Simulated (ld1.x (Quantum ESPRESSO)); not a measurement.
Results of a calculation; reference values are marked as such.
**Potentials for Te compared**

Generated with ld1.x 7.5 (TM, RRKJ, ultrasoft, PAW), atompaw 4.2 or ONCVPSP 4.0.1. The cutoff is in Ry: for ld1.x and atompaw files where the sum of valence levels is converged to 10 mRy in a Bessel basis, for ONCV files where the hardest occupied wave has 1 mHa per electron of residual kinetic energy. The error is the largest all-electron minus pseudo excitation energy over each file’s own four to seven test configurations (ionisations up to +4, promotions, holes and added fractions of an electron), all of which were solved. The labels leave out finer settings (local radius, basis sizes, second energies), which also bear on the numbers. Spin-polarised tests are not counted. The rows are a selection from randomly drawn settings: files with unsolved tests, undetermined cutoffs or missed reference levels are left out.

A true bound ghost makes a file unfit for plane-wave use even where its test errors are small: the radial tests pick states by their node count and pass the ghost by.

```tsv
potential	cutoff (Ry)	largest error (meV)	bound ghosts
TM, Wu–Cohen, scalar-relativistic, rc 1.60/1.90/1.50 (spd), local s, core correction yes, reference 5s2 5p4	30	-219	d
TM, LDA (PZ), scalar-relativistic, rc 1.80/1.65/1.14 (spd), local smoothed, core correction yes, reference 4d10 5s2 5p2.5	120	+87	s
RRKJ, LDA (PZ), scalar-relativistic, rc 1.60/2.30/2.35 (spd), local p, core correction yes, reference 5s1.5 5p4.5	25	-145	none
TM, PBE, fully relativistic, rc 1.50/1.90/2.00 (spd), local s, core correction yes, reference 5s2 5p4	55	-180	d3/2, d5/2
TM, BP86, scalar-relativistic, rc 2.44/3.06/2.50 (spd), local smoothed, core correction yes, reference 5s1.75 5p4.25	12	-111	none
```

Task: Fill in the row for Te: PAW, LDA (PZ), scalar-relativistic, rc 1.75/2.00/1.30 (spd), local smoothed, core correction yes, reference 4d10 5s2 5p3.

Result: cutoff 90 Ry, largest error -14 meV, bound ghosts: none.
